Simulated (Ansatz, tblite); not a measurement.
Cost and result up the ladder for Sn₉AsH₁₆⁺, a doped cluster cut from the lattice of tin (As on a surface site) (26 atoms). The state is a singlet with charge 1. Geometry: r2SCAN-D4/def2-SVP.

```
atom   x (Å)   y (Å)   z (Å)
 Sn1  -1.025   0.194   2.608
 Sn2   1.368   2.385  -0.573
 Sn3  -2.168  -0.200  -1.772
 As4   1.500  -1.958  -0.211
 Sn5  -3.177  -0.144   0.843
 Sn6  -0.715   2.106  -2.428
 Sn7   0.458   2.512   2.076
 Sn8   0.680  -2.013   2.319
 Sn9   3.030   0.137  -0.802
Sn10  -0.435  -2.393  -1.985
 H11  -1.527   0.117   4.250
 H12   2.399   3.704  -0.959
 H13  -3.399  -0.532  -2.924
 H14   2.419  -3.153  -0.344
 H15  -4.219   1.206   0.993
 H16  -4.022  -1.592   1.192
 H17  -1.752   3.462  -2.285
 H18  -0.093   1.994  -4.019
 H19  -0.581   3.865   2.228
 H20   1.778   2.647   3.159
 H21   2.175  -1.978   3.153
 H22  -0.020  -3.574   2.405
 H23   4.290  -0.036   0.345
 H24   3.579  -0.287  -2.368
 H25  -1.016  -3.921  -1.475
 H26   0.474  -2.548  -3.429
```

Ansatz on 2 threads of AMD EPYC 7R13 on a shared host and a share (18 GiB) of an NVIDIA H100 80GB HBM3; xTB runs through tblite on one thread. Times are rough, summed over both states, and most runs start from the orbitals of an earlier one. r2SCAN0-D4/def2-TZVP serves as the yardstick here, not as an exact answer. The other state is a doublet.

In the def2 sets Sn takes a core potential; there is no spin–orbit coupling. The xTB rows come from tblite. Single mean-field runs in def2-TZVP are fitted with def2-universal-jkfit.

Raw xTB energies of ions are shifted by several eV.

| level | functions | wall time | vertical IE (eV) | difference from r2SCAN0-D4/def2-TZVP (eV) |
| --- | --- | --- | --- | --- |
| GFN1-xTB | 122 | 0.15 s | 15.67 | 4.31 |
| GFN2-xTB | 106 | 0.18 s | 15.72 | 4.36 |
| PBE-D4/def2-TZVP (with forces) | 594 | 30 s | 11.02 | -0.34 |
| r2SCAN0-D4/def2-TZVP | 594 | 34 s | 11.36 | 0.00 |
| PBE0-D4/def2-TZVP | 594 | 39 s | 11.29 | -0.06 |
